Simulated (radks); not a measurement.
Q: Co23+, 4 electrons, occupied as [He] 2s2 (the NIST ground configuration). Calculated with a radial shooting solver on a logarithmic mesh with Libxc functionals: scalar-relativistic Kohn-Sham, exchange-only LDA, spin-unpolarised, spherical densities, finite nucleus; Fermi nuclear charge, rms radius 3.7875 fm. Some entries of the table are withheld. Estimate them.

| orbital | occ. | eigenvalue (eV) | <r> (bohr) | r(max) (bohr) |
|---|---|---|---|---|
| 1s | 2 | -9073.295 | 0.05592 | (1) |
| 2s | 2 | (2) | 0.2327 | 0.2009 |
| 2p | 0 | -1999.343 | 0.1989 | 0.1579 |
| 3s | 0 | (3) | 0.5393 | 0.5175 |
| 3d | 0 | (4) | 0.4350 | (5) |

A: 
(1) 1s r(max) (bohr): 0.03676
(2) 2s eigenvalue (eV): -2070.089
(3) 3s eigenvalue (eV): -875.1651
(4) 3d eigenvalue (eV): -835.5693
(5) 3d r(max) (bohr): 0.3712
